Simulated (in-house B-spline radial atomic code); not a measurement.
Ionisation energies along the 5-electron series, configuration [He] 2s2 2p1, as differences of self-consistent energies. Dirac energy differences include first-order Breit, QED and recoil terms. NIST's values go from ground level to ground level; the uncertainty of those that are theory runs from under 0.1 % in few-electron ions to several per cent in heavy many-electron ones. Computed with an all-electron radial atomic-structure program (B-spline basis): Dirac-Hartree-Fock, average of the configuration, finite nuclei.

```csv
ion,configuration after,ionisation energy (eV),IE/(q+1)² (eV),Breit and QED recoil part (eV),tabulated value (eV),tabulated kind,computed minus tabulated (eV)
Mo37+,[He] 2s2,5211.1,3.6088,-3.3433,5287,semi-empirical,-76
Tc38+,[He] 2s2,5486.0,3.6068,-3.6133,5570,semi-empirical,-84
Ru39+,[He] 2s2,5768.2,3.6051,-3.8974,5861,semi-empirical,-93
Rh40+,[He] 2s2,?,?,?,?,semi-empirical,?
Pd41+,[He] 2s2,?,?,?,?,semi-empirical,?
Ag42+,[He] 2s2,6659.3,3.6016,-4.8435,6785,semi-empirical,-126
Cd43+,[He] 2s2,6971.2,3.6008,-5.191,7109,semi-empirical,-138
In44+,[He] 2s2,7290.6,3.6003,-5.5561,7442,semi-empirical,-151
```

(1) Fill in the row of Rh40+.

(2) Fill in the row of Pd41+.

Where a p, d or f electron is removed, the computed value is a mean over both j, so it misses the tabulated one by a part of the spin-orbit splitting; averaging over terms and missing correlation add to the gap, relatively most at low charge.

Answers

(1) ionisation energy (eV): 6057.8; IE/(q+1)² (eV): 3.6037; Breit and QED recoil part (eV): -4.1971; tabulated value (eV): 6161; computed minus tabulated (eV): -103.

(2) ionisation energy (eV): 6354.8; IE/(q+1)² (eV): 3.6025; Breit and QED recoil part (eV): -4.5121; tabulated value (eV): 6469; computed minus tabulated (eV): -114.
